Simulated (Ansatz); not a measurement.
Cost and result up the ladder for n-GeSiSiH8 (Si₂GeH₈) (11 atoms). Charge 0, multiplicity 1. Geometry: r2SCAN-D4/def2-SVP.

```xyz
11

Ge   -0.761    1.764    0.437
Si   -0.677   -0.363   -0.632
Si    1.261   -1.515    0.015
H     0.423    2.634   -0.018
H    -0.674    1.597    1.964
H    -2.066    2.505    0.105
H    -1.887   -1.156   -0.247
H    -0.689   -0.183   -2.118
H     1.337   -2.858   -0.638
H     1.262   -1.701    1.500
H     2.472   -0.724   -0.367
```

Ansatz on 4 threads of Arm Neoverse V2 on a shared host. Times are rough, and most runs start from the orbitals of an earlier one. ωB97X-V/def2-TZVP serves as the yardstick here, not as an exact answer. Differences are given only for rows in sets of like size (and for xTB, whose basis is part of the method), since another set adds its own error. Binding counts from free atoms at the same level (Ge triplet, Si triplet, H doublet; other spins of the atoms weren't run), without zero-point energy or a counterpoise term.

The 6-31G sets use Cartesian d functions. B3LYP takes the VWN-RPA correlation. HSE06 is defined as in plane-wave codes, on full-range PBE exchange. Correlated methods freeze 19 core orbitals; core or outer-core shells of Ge are correlated, in sets that lack core-valence functions.

Correlated methods converge slowly with the basis.

```
                            level  functions  wall time  binding energy per atom (eV)  difference from ωB97X-V/def2-TZVP (eV)
                         HF/6-31G         71     0.35 s                          1.91                                       –
                   B3LYP-D4/6-31G         71     0.85 s                          2.68                                       –
                 PBE0-D4/def2-SVP        108      1.2 s                          2.80                                       –
              revPBE-D4/def2-TZVP        170      1.2 s                          2.77                                   -0.12
                    MP2/def2-TZVP        170      1.4 s                          2.68                                   -0.20
                 PBE-D4/def2-TZVP        170      1.4 s                          2.80                                   -0.08
                BLYP-D4/def2-TZVP        170      1.4 s                          2.80                                   -0.09
               B3LYP-D4/def2-TZVP        170      1.8 s                          2.84                                   -0.04
                PBE-D4/def2-TZVPD        212        2 s                          2.80                                   -0.08
               HSE06-D4/def2-TZVP        170        2 s                          2.81                                   -0.08
r2SCAN-D4/def2-TZVP (with forces)        170      3.2 s                          2.85                                   -0.03
             r2SCAN-D4/def2-TZVPD        212      4.2 s                          2.85                                   -0.03
                ωB97X-V/def2-TZVP        170        5 s                          2.88                                    0.00
               CCSD(T)/def2-TZVPP        244    4.3 min                          2.81                                   -0.08
```
